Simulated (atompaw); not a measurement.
An all-electron radial function and its pseudo partner (F (Z = 9))

Columns: radius, all-electron u(r) and pseudo u(r) of the 2s shell (level -29.94 eV) of fluorine in the configuration [He] 2s1.75 2p5.25; PBE, non-relativistic, PAW (atompaw) scheme, atompaw 4.2.0.5.

| r (bohr) | all-electron | pseudo |
| --- | --- | --- |
| 0.062 | 0.4189 | -0.1215 |
| 0.123 | 0.4177 | -0.2389 |
| 0.185 | 0.2335 | -0.3540 |
| 0.246 | -0.0086 | -0.4612 |
| 0.308 | -0.2557 | -0.5623 |
| 0.369 | -0.4721 | -0.6525 |
| 0.431 | -0.6539 | -0.7334 |
| 0.492 | -0.7931 | -0.8014 |
| 0.554 | -0.8965 | -0.8582 |
| 0.615 | -0.9650 | -0.9016 |
| 0.677 | -1.0060 | -0.9330 |
| 0.738 | -1.0235 | -0.9517 |
| 0.800 | -1.0227 | -0.9588 |
| 0.862 | -1.0075 | -0.9550 |
| 0.923 | -0.9819 | -0.9415 |
| 0.985 | -0.9479 | -0.9192 |
| 1.046 | -0.9091 | -0.8901 |
| 1.108 | -0.8661 | -0.8548 |
| 1.169 | -0.8217 | -0.8158 |
| 1.231 | -0.7755 | -0.7731 |
| 1.292 | -0.7301 | -0.7295 |
| 1.354 | -0.6846 | -0.6848 |
| 1.415 | -0.6409 | -0.6412 |
| 1.477 | -0.5980 | -0.5982 |
| 1.538 | -0.5575 | -0.5575 |
| 1.600 | -0.5182 | -0.5182 |

Q: How many radial nodes do the two functions have?

A: The all-electron 2s function has n − l − 1 = 1; the pseudo-wave has 0, since the states of the same l below it are removed with the core.

Q: Is the pseudo-wave norm-conserving?

A: No, it belongs to a PAW set: the norm inside the radius is not constrained, and the difference is carried by the augmentation charge.
